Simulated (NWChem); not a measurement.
System: sulfur tetrafluoride (SF4); SMILES S(F)(F)(F)F

The following NWChem deck was run.

```
start job
memory heap 200 mb stack 900 mb global 1100 mb
geometry units angstroms noautoz
  F      1.220545     0.000000     0.616808
  S      0.000000     0.000000    -0.387794
  F      0.000000    -1.654169    -0.275546
  F      0.000000     1.654169    -0.275546
  F     -1.220545     0.000000     0.616808
end
basis spherical
  * library def2-svp
end
dft
  xc xpbe96 cpbe96
  iterations 150
  vectors input atomic output neutral.movecs
end
task dft energy
charge 1
dft
  odft
  mult 2
  vectors input atomic output cation.movecs
end
task dft energy
```

The geometry was optimised at PBE0/def2-SVP.

Ions are spin-unrestricted doublets at the neutral geometry; other ion states weren't tried.

Predict the main results of this run. (PBE/def2-SVP, vertical spin-unrestricted ions.) Quantities: vertical ionisation energy, ΔSCF (eV); −ε(HOMO) (eV).

The vertical ionisation energy, ΔSCF (eV) comes out as 12.10 and the −ε(HOMO) (eV) is 7.93.
